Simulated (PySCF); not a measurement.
Level of theory: PBE0 in PySCF with As def2-SVPD, F def2-SVPD; no relativity; density-fitted integrals. Open shells, if any, are unrestricted.

Question: What shape and geometry does isolated singlet [AsF4]- take (every ligand bound to As)?

Answer: Counting electrons, arsenic keeps 2 of its valence electrons outside its bonds, so the VSEPR class is AX4E1 and the expected shape is see-saw (C2v), as computed. The lowest minimum found is a singlet of C2v symmetry with As–F 1.777 Å (×2), As–F 1.899 Å (×2); F–As–F 86.4° (×4), F–As–F 97.7°, F–As–F 169.0°. Its harmonic wavenumbers are 149 (a1), 184 (b1), 291 (a2), 305 (a1), 329 (b2), 448 (a1), 464 (b2), 606 (b1), 642 (a1) cm⁻¹ and its dipole moment is 1.86 D about the centre of mass.

This need not be the most stable arrangement of these atoms. The lowest empty level of this anion is unbound, so it and the gap depend on the basis.
